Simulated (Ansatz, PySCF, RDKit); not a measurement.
Complex: CH4 (SMILES C) (first 5 atoms) with C3H8 (SMILES CCC); geometry from B3LYP-D3(BJ)/def2-TZVP, rigid monomers moved along the line of their centres of mass till C1···H12 is 4.40 Å.
(charge 0, multiplicity 1):
| atom | x (Å) | y (Å) | z (Å) |
|---|---|---|---|
| C | 0.0176 | 0.1592 | 0.1747 |
| H | 0.1125 | 0.2671 | -0.9049 |
| H | -0.8960 | -0.3864 | 0.4061 |
| H | 0.8746 | -0.3891 | 0.5626 |
| H | -0.0223 | 1.1443 | 0.6370 |
| C | 0.4101 | -1.3735 | 5.1036 |
| C | 0.4795 | 0.1455 | 5.2354 |
| C | -0.8985 | 0.8017 | 5.2240 |
| H | 1.4049 | -1.8232 | 5.1103 |
| H | -0.1599 | -1.8126 | 5.9262 |
| H | -0.0807 | -1.6631 | 4.1715 |
| H | 1.0833 | 0.5540 | 4.4203 |
| H | 1.0003 | 0.4075 | 6.1612 |
| H | -0.8273 | 1.8872 | 5.3168 |
| H | -1.4292 | 0.5803 | 4.2952 |
| H | -1.5135 | 0.4361 | 6.0502 |

Monomers are frozen at their geometry in the pair; levels with a basis set take the counterpoise correction. Rows marked so take none.

Cores are frozen in the correlated methods. Rows in 6-31G* carry no dispersion term and start afresh at each structure (6-31G* with six Cartesian d functions).

Programs: Ansatz (Gaussian basis) for Hartree–Fock, density functionals and correlated methods; PySCF for 6-31G* rows, the dispersion terms; RDKit for the force fields. 

```tsv
level	interaction energy (meV)
MMFF94	-10.4
PBE/def2-TZVPPD	-5.4
PBE-D3(BJ)/def2-TZVPPD	-18.1
BP86/6-31G* (no counterpoise)	___
r2SCAN-D4/def2-TZVPPD	-12.7
B3LYP/6-31G*	___
M06-2X/6-31G* (no counterpoise)	-10.6
CCSD/aug-cc-pVDZ	-10.9
CCSD(T)/aug-cc-pVDZ	-12.6
```

Q: Complete the blanks.

A: 
- BP86/6-31G* (no counterpoise), interaction energy (meV): 5.1
- B3LYP/6-31G*, interaction energy (meV): 3.4

Ansatz is a program for electronic structure.
